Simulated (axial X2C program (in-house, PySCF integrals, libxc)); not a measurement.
## Which molecule has these constants?

Calculated with an in-house relativistic program for diatomic molecules, spin-free (one-electron X2C) or two-component (2c: spin–orbit coupling with atomic mean-field Coulomb and Gaunt terms, which also bring small scalar terms), in Dyall basis sets with cores contracted in-house; open shells are unrestricted.

A two-component PBE0 calculation in a Dyall 3-zeta basis gave Re = 2.466 Å, ωe = 249.1 cm⁻¹, dipole magnitude 0.57 D, Ω = 3.

**Question.** Which molecule is it?
A. MgNi
B. MgPt
C. MgPd

**Answer.** A. The others have MgPt 2.457 Å and 300.3 cm⁻¹ (Ω = 3); MgPd 2.344 Å and 298.7 cm⁻¹ (Ω = 0).

Each entry is the lowest single determinant of a limited PBE0 search at one distance. De goes to single-determinant-based atoms at the same level (for ions the charge split of lowest energy) and is withheld (n/a) where an atom does not fit its ground term or J level. Main or longest-lived isotopes. One determinant is a doubtful description, or other states lie close, for MgNi, MgPt; these need not be ground states, and all values refer to the states named. With several unpaired electrons the Ω given is that of one determinant, not necessarily of the lowest component. The functionals have no current term, which raises determinants with orbital currents.
